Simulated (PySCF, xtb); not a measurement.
C₄H₅ClSi, SMILES ClC1=C[SiH2]C=C1.

Harmonic wavenumbers (cm⁻¹) from GFN2-xTB run with xtb 6.7.1 at its own minimum, in rising order: 148, 254, 269, 361, 456, 489, 512, 551, 611, 727, 750, 771, 779, 797, 838, 911, 1025, 1112, 1186, 1301, 1552, 1599, 2263, 2264, 3076, 3103, 3123.

Question: What does PBE-D3(BJ)/def2-SVP (PySCF 2.14.0) give at its own minimum? (An estimate is asked for; the answer gives what the named calculation found.)

Answer: 144, 262, 286, 377, 493, 516, 557, 640, 675, 716, 718, 754, 780, 860, 900, 954, 986, 1058, 1151, 1285, 1522, 1571, 2160, 2160, 3106, 3152, 3171. Paired by order, the mean absolute difference is 40 cm⁻¹ and the zero-point energies are 44.1 and 44.3 kcal/mol.
